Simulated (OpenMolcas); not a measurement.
Nb3+ among 2 point charges of -1.5 e arranged as a linear pair (D∞h), 2.11 Å from the ion.

| Quantity | Value |
| --- | --- |
| Program | OpenMolcas |
| Method | SS-CASPT2, IPEA 0.25 Eh, imaginary shift 0.1 Eh (closed shells correlated: 4s 4p) |
| Basis | ANO-RCC-VDZP [6s5p3d1f] |
| Scalar Hamiltonian | DKH2, point nucleus |
| Active space | 2 electrons in 5 orbitals (4d) |
| State averaging | 2S+1 = 3 even, 10 roots; 2S+1 = 1 even, 15 roots |
| Spin-orbit coupling | state interaction with AMFI integrals over the reference wave functions |

Question: What is the spin-free ground state (labels by Λ)?

Answer: 3Σ, 1-fold in its orbital part, 54 % from free-ion P terms; it has the highest spin that d2 allows.

Question: Where is the first state of the same spin?

Answer: 3Φ at 4380 cm-1 above the ground state.

Question: What are the lowest two levels with spin-orbit coupling?

Answer: A 1-fold level, then a 2-fold level 280 cm-1 above it. Their leading multiplicities are 3 (96 %) and 3 (100 %).

Question: What is χT at 300 K, and how does it compare with the textbook value?

Answer: The lowest level has 2S+1 = 3, for which the spin-only value is χT = S(S+1) / 2 = 1.000 cm3 K/mol (g = 2). The computed 0.719 at 300 K differs by -0.281, through orbital momentum, spin-orbit coupling and any other state in reach.

Roots that are degenerate in the reference are averaged as groups; the widest CASPT2 spread within a group is 24 cm-1 (the 2-fold group of multiplicity 1 near 27600 cm-1 above the lowest state of its run). Shifts and gaps below about the spread of the groups concerned are not significant. Free-ion shares, where given, are those of the reference states; single-state CASPT2 does not remix them. Point charges carry no covalency, so the field is a model and not that of real ligands. No measured value stands beside these numbers.
